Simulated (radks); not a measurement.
Results of a calculation; reference values are marked as such.
Spherical quantum dot in the effective-mass picture: electrons in a well V = -V0 / (1 + exp((r - R)/a)) with V0 = 4.65, R = 4.94, a = 0.56, with a point charge +2 (a donor) at the centre, all in effective atomic units (hartree* = m*/eps^2 hartree, bohr* = eps/m* bohr), one dielectric constant everywhere. Level of theory: non-relativistic Kohn-Sham, r2SCAN, spin-polarised, spherical densities, generalised Kohn-Sham scheme (a radial shooting solver with Libxc functionals). Levels are named by radial order and angular momentum (1s, 1p, 1d, 2s, ...), and open shells are averaged over m.

N = 14, configuration 1s2 1p6 1d(up 4, down 0) 2s2. This is the lowest configuration that the search found. Occupied and some empty levels:

| level | occupation | eigenvalue (hartree*) | <r> (bohr*) |
|---|---|---|---|
| 1s up | 1 | -1.3445 | 1.405 |
| 1s down | 1 | -1.3401 | 1.299 |
| 1p up | 3 | -0.98128 | 3.180 |
| 2s up | 1 | -0.98015 | 2.757 |
| 2s down | 1 | -0.92084 | 2.828 |
| 1p down | 3 | -0.91718 | 3.131 |
| 1d up | 4 | -0.74402 | 3.400 |
| 1d down | 0 | -0.66741 | 3.383 |
| 1f up | 0 | -0.44345 | 3.575 |
| 1f down | 0 | -0.35795 | 3.572 |
| 2p up | 0 | -0.13108 | 2.809 |
| 2p down | 0 | -0.093687 | 2.801 |
| 1g up | 0 | -0.087008 | 3.731 |

Energy (hartree*): total -41.8000, kinetic 7.8729, external -75.132, Hartree 30.135, exchange-correlation -4.6755.
